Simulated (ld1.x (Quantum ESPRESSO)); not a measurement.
What the settings do to the PAW potential of vanadium

Base potential:

* Element: V
* Generator: ld1.x (Quantum ESPRESSO) 7.5
* Type: PAW
* Functional: PBE
* Relativity: scalar-relativistic
* Frozen core: [Ar]
* Valence charge: 5
* Reference configuration: 3d3 4s1.75 4p0.25
* Partial waves: 4s (bound): rcut 2.00, rcutus 2.50 bohr; 4s channel at 0.4 Ry: rcut 2.00, rcutus 2.50 bohr; 4p (bound): rcut 2.35, rcutus 2.95 bohr; 4p channel at 1.3 Ry: rcut 2.35, rcutus 2.95 bohr; 3d (bound): rcut 1.40, rcutus 1.85 bohr; 3d channel at 2.15 Ry: rcut 1.40, rcutus 1.85 bohr
* Local potential: all-electron potential smoothed inside 2.50 bohr (lloc = -1)
* Core correction: a·sin(br)/r model core, default radius (ld1.x builds one for every PAW set, though the input has nlcc=.false.)
* Augmentation charge: BESSEL, radius 1.30 bohr

All-electron outer shells of the reference configuration (PBE, scalar-relativistic, ld1.x):

```tsv
shell	level (eV)	outermost node (bohr)	outermost maximum (bohr)
3s	-70.61	0.38	0.82
3p	-44.41	0.35	0.84
3d	-5.52	–	0.90
4s	-4.93	1.17	2.76
4p	-1.63	1.30	3.63
```

Cutoffs, loose and tight: the cutoffs (Ry, on a coarse ladder) from which the occupation-weighted sum of valence levels, in a spherical-Bessel basis at the reference potential, stays within 10 and 1 mRy of its value at 400 Ry. They do not see the model core or the augmentation charge, which bear on the density cutoff. Test errors are all-electron minus pseudo excitation energies from the reference, over the configurations 3d3 4s2 4p0; 3d3 4s1 4p0; 3d3 4s0 4p0; 3d3 4s1.5 4p0; 3d2 4s2 4p0; 3d2 4s0 4p0; 3d3 4s1 4p1. A dash means not determined; rows that change the core or the reference have their own tests. The largest error is taken over the tests solved by every variant that gives reliable tests at all: 3d2 4s2 4p0; 3d3 4s0 4p0; 3d3 4s1 4p0; 3d3 4s1.5 4p0; 3d3 4s2 4p0.

```csv
change,outcome,"cutoff, loose","cutoff, tight",bound ghosts,largest test error (meV)
base,generated,30 Ry,45 Ry,none,-242
"waves 3d (bound): rcut 1.10, rcutus 1.16 bohr; 3d channel at 2.15 Ry: rcut 1.10, rcutus 1.16 bohr",generated,70 Ry,120 Ry,none,-242
"waves 3d (bound): rcut 1.40, rcutus 1.68 bohr; 3d channel at 2.15 Ry: rcut 1.40, rcutus 1.68 bohr",generated,35 Ry,55 Ry,none,-242
"waves 3d (bound): rcut 1.40, rcutus 1.84 bohr; 3d channel at 2.15 Ry: rcut 1.40, rcutus 1.84 bohr",generated,30 Ry,45 Ry,none,-242
"waves 3d (bound): rcut 1.40, rcutus 2.12 bohr; 3d channel at 2.15 Ry: rcut 1.40, rcutus 2.12 bohr",generated,21 Ry,35 Ry,none,-243
"waves 3d (bound): rcut 1.40, rcutus 2.30 bohr; 3d channel at 2.15 Ry: rcut 1.40, rcutus 2.30 bohr",generated,18 Ry,21 Ry,none,-244
"waves 3d (bound): rcut 1.40, rcutus 2.76 bohr; 3d channel at 2.15 Ry: rcut 1.40, rcutus 2.76 bohr",generated,12 Ry,18 Ry,none,-244
```

(1) What comes out with this change to the base: waves 3d (bound): rcut 1.40, rcutus 2.48 bohr; 3d channel at 2.15 Ry: rcut 1.40, rcutus 2.48 bohr?

(2) What comes out with this change to the base: waves 3d (bound): rcut 1.34, rcutus 1.42 bohr; 3d channel at 2.15 Ry: rcut 1.34, rcutus 1.42 bohr?

Results:

(1) outcome: generated; cutoff, loose: 15 Ry; cutoff, tight: 18 Ry; bound ghosts: none; largest test error (meV): -245.

(2) outcome: generated; cutoff, loose: 50 Ry; cutoff, tight: 80 Ry; bound ghosts: none; largest test error (meV): -243.

Reading the sweep of the d radius (base included, trends over the rows without a ghost): The loose cutoff falls from 70 Ry at 1.16 to 12 Ry at 2.76 bohr. A larger radius leaves more room for a smooth pseudo-wave, so fewer plane waves are needed; a smaller one forces it to follow the all-electron wave where it bends sharply. The median size of the test errors (rows with all tests solved) is not monotonic: lowest 0.6 meV at 2.3 bohr, highest 3.3 meV at 1.68 bohr.
